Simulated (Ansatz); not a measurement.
C₂H₇NOSn, SMILES `CO[C](=N)[SnH3]` at its PBE0-D4/def2-TZVP geometry, where that method's forces vanish. The species carries charge 0 and has multiplicity 1. Sn: def2 effective core potential.

| atom | x (Å) | y (Å) | z (Å) |
| --- | --- | --- | --- |
| C1 | -0.583 | -1.908 | 0.507 |
| O2 | -0.679 | -0.631 | -0.101 |
| C3 | 0.348 | 0.231 | 0.092 |
| N4 | 1.405 | 0.048 | 0.755 |
| Sn5 | 0.011 | 2.112 | -0.911 |
| H6 | -1.492 | -2.440 | 0.236 |
| H7 | 0.285 | -2.460 | 0.134 |
| H8 | -0.522 | -1.825 | 1.597 |
| H9 | 1.467 | -0.874 | 1.190 |
| H10 | 1.351 | 3.115 | -0.618 |
| H11 | -0.174 | 1.819 | -2.581 |
| H12 | -1.418 | 2.814 | -0.299 |

(1) For each bond, give half the difference of the two atoms' forces along it (eV/Å; positive pushes the atoms apart) under PBE-D4, r2SCAN-D4, B3LYP-D4, ωB97M-V in def2-TZVPP. (Estimate.)

Answers

(1) Ansatz gave: 
```
   bond  length (Å)  PBE-D4  r2SCAN-D4  B3LYP-D4  ωB97M-V
  C1–O2       1.418    0.31       0.31      0.26     0.16
  C1–H6       1.088    0.07      -0.09     -0.14    -0.10
  C1–H7       1.094    0.07      -0.07     -0.08    -0.09
  C1–H8       1.094    0.07      -0.07     -0.08    -0.09
  O2–C3       1.354    0.24       0.19      0.18     0.21
  C3–N4       1.261    0.48       0.17      0.05     0.07
 C3–Sn5       2.158   -0.13      -0.05      0.00    -0.12
  N4–H9       1.021    0.20      -0.02     -0.08    -0.09
Sn5–H10       1.699    0.08      -0.02      0.01    -0.07
Sn5–H11       1.706    0.07      -0.02      0.01    -0.07
Sn5–H12       1.706    0.07      -0.02      0.01    -0.07
```

B3LYP here is the variant with VWN-RPA as its local correlation; programs differ in this.
